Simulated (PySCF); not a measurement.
Compound: C7H11N (charge +1 and doublet state).
SMILES with atom numbers: `[CH2:1]=[CH:2][C:3](=[CH2:4])[C:5](=[CH2:6])[CH2:7][NH2+:8]` (hydrogens: H9, H10 on C1; H11 on C2; H12, H13 on C4; H14, H15 on C6; H16, H17 on C7; H18, H19 on N8)

Structure used (GFN2-xTB), in Å, numbered top down from 1:
```
atom  x, y, z in Å
C1     0.9055    0.6630    2.3435
C2     1.6146    0.1649    1.3266
C3     1.1050   -0.1525    0.0030
C4     1.9778   -0.3369   -1.0178
C5    -0.3404   -0.2872   -0.1786
C6    -1.1074   -0.8474    0.7575
C7    -0.9224    0.2139   -1.5196
N8    -2.3124    0.4355   -1.5150
H9    -0.1247    0.9679    2.2424
H10    1.3517    0.8107    3.3126
H11    2.6784    0.0075    1.4501
H12    1.6630   -0.4816   -2.0367
H13    3.0405   -0.3574   -0.8410
H14   -2.1776   -0.9293    0.6812
H15   -0.6585   -1.3186    1.6179
H16   -0.4211    1.1633   -1.7400
H17   -0.6751   -0.5106   -2.2998
H18   -2.6775    1.1447   -0.8983
H19   -2.9294   -0.3408   -1.6954
```

The hyperfine couplings belong to this conformer and change with its torsions.

Computed with UKS B3LYP, pcH-1 on C H N, non-relativistic, mean-field spin-orbit, GIAO in PySCF. One conformer (not necessarily the lowest) at the GFN2-xTB geometry, without solvent, vibrations or thermal averaging. The geometry wasn't refined by DFT: couplings that depend on bond lengths, twists or pyramidal angles can differ widely from those at the functional's own minimum, by a factor of two or more for some ions and for spin on atoms past the first row. The frame is twisted about the C3–C5 bond at this geometry (dihedral C4–C3–C5–C7 = -37°); couplings at other torsion angles weren't computed. Stability of the SCF solution: not tested.

Principal values of hyperfine tensors in MHz (contact and dipolar terms together), for some of the nuclei:

```tsv
atom	isotope	A1	A2	A3
H16	1H	44.07	46.76	51.22
C4	13C	-3.72	-3.37	99.33
H13	1H	-39.36	-25.58	-5.31
H19	1H	-32.11	-19.87	0.20
C3	13C	-25.82	-14.12	-6.94
C7	13C	-18.86	-16.69	-9.37
H18	1H	-28.21	-17.94	3.16
N8	14N	1.20	1.23	38.24
```

(1) Give the isotropic coupling of each nucleus in MHz and in mT (g = 2.0029), and the anisotropic part.

(2) What spin density at the nucleus of C4 lies behind its contact coupling (g_N = 1.40482)?

(3) H12 (1H, g_N = 5.58569) isn't in the table. Its spin density at the nucleus is -0.005355 bohr⁻³. What is its contact coupling?

(4) Name the largest traceless tensor T of the table and describe it.

(5) What first-order splitting does H13 cause when the field lies along A1, A2 or A3 of its tensor (g taken as isotropic, no quadrupole term)?

Answers

(1) a_iso = (A1 + A2 + A3)/3, Ti = Ai − a_iso; 1 mT corresponds to 28.033 MHz.

```csv
atom,a_iso (MHz),a_iso (mT),T1,T2,T3
H16,47.35,1.689,-3.28,-0.59,3.87
C4,30.75,1.097,-34.47,-34.11,68.58
H13,-23.42,-0.835,-15.95,-2.16,18.11
H19,-17.26,-0.616,-14.85,-2.61,17.46
C3,-15.63,-0.557,-10.20,1.51,8.69
C7,-14.97,-0.534,-3.88,-1.72,5.60
H18,-14.33,-0.511,-13.88,-3.61,17.49
N8,13.55,0.484,-12.36,-12.32,24.68
```

(2) a_FC = (2μ0/3) gₑ μB g_N μN ρ(0)/(2S·h) = 800.24 MHz × g_N × ρ(0)/(2S), with ρ in bohr⁻³. With a_FC = 30.75 MHz and 2S = 1, ρ(0) = 0.02735 bohr⁻³.

(3) By the same relation, a_FC = -23.9 MHz. Its full tensor has the principal values -39.19, -26.23, -6.39 MHz.

(4) C4: -34.5, -34.1, 68.6 MHz, axial, in the ratio −1:−1:+2, the form that spin in one p orbital centred on that nucleus gives.

(5) 2 lines (I = 1/2), spaced by |A_i|/(g × 13.996): 1.40, 0.91, 0.19 mT along the axes of A1, A2 and A3.

The SMILES draws the unpaired electron on N8; the largest computed Mulliken spin population is on C4 (0.44 against 0.26).
